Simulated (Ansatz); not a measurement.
`F[SiH2][SiH2]Cl` + `CC=N` → `C/C=N\[SiH2]Cl` + `F[SiH3]`  (cleavage of the Si–Si bond)

Gas-phase electronic energies from Ansatz, PBE0-D4/def2-TZVP geometries. CBS: MP2 limit from def2 TZ/QZ plus the TZ coupled-cluster correction, frozen cores. This one scheme is used for every species. DFT in def2-TZVPP. B3LYP here is the variant with VWN-RPA as its local correlation; programs differ in this. Each species was taken in one conformer, which may not be the lowest.

```json
{"level": "PBE-D4", "ΔE (kcal/mol)": "-11.0", "difference from CCSD(T)/CBS": "3.0"}
{"level": "PBE0-D4", "ΔE (kcal/mol)": "-11.8", "difference from CCSD(T)/CBS": "2.2"}
{"level": "B3LYP-D4", "ΔE (kcal/mol)": "-14.9", "difference from CCSD(T)/CBS": "-0.9"}
{"level": "ωB97X-V", "ΔE (kcal/mol)": "-13.4", "difference from CCSD(T)/CBS": "0.6"}
{"level": "ωB97M-V", "ΔE (kcal/mol)": "-15.0", "difference from CCSD(T)/CBS": "-1.0"}
{"level": "B2PLYP", "ΔE (kcal/mol)": "-15.1", "difference from CCSD(T)/CBS": "-1.1"}
{"level": "PBE0", "ΔE (kcal/mol)": "-11.3", "difference from CCSD(T)/CBS": "2.7"}
{"level": "B3LYP", "ΔE (kcal/mol)": "-14.0", "difference from CCSD(T)/CBS": "0.0"}
{"level": "HF/def2-TZVPP", "ΔE (kcal/mol)": "-16.4", "difference from CCSD(T)/CBS": "-2.4"}
{"level": "MP2/def2-TZVPP", "ΔE (kcal/mol)": "-16.6", "difference from CCSD(T)/CBS": "-2.6"}
{"level": "CCSD/def2-TZVPP", "ΔE (kcal/mol)": "-13.9", "difference from CCSD(T)/CBS": "0.1"}
{"level": "CCSD(T)/def2-TZVPP", "ΔE (kcal/mol)": "-14.0", "difference from CCSD(T)/CBS": "0.0"}
{"level": "HF/def2-QZVPP", "ΔE (kcal/mol)": "-16.7", "difference from CCSD(T)/CBS": "-2.7"}
{"level": "SCS-MP2/def2-QZVPP", "ΔE (kcal/mol)": "-16.3", "difference from CCSD(T)/CBS": "-2.3"}
{"level": "MP2/CBS(def2)", "ΔE (kcal/mol)": "-16.7", "difference from CCSD(T)/CBS": "-2.7"}
{"level": "CCSD/CBS(def2)", "ΔE (kcal/mol)": "-14.0", "difference from CCSD(T)/CBS": "0.0"}
{"level": "CCSD(T)/CBS", "ΔE (kcal/mol)": "-14.0", "difference from CCSD(T)/CBS": "0"}
```

Largest T1 diagnostic among the species: 0.012.

The D4 term adds −0.9 kcal/mol with B3LYP and −0.5 kcal/mol with PBE0; it sums over pairs of atoms, weighted by their polarisabilities, and B3LYP, whose exchange is more repulsive, gets the larger term. From PBE to PBE0 (25 % exact exchange), in def2-TZVPP and without D4, ΔE moves by −0.9 kcal/mol.
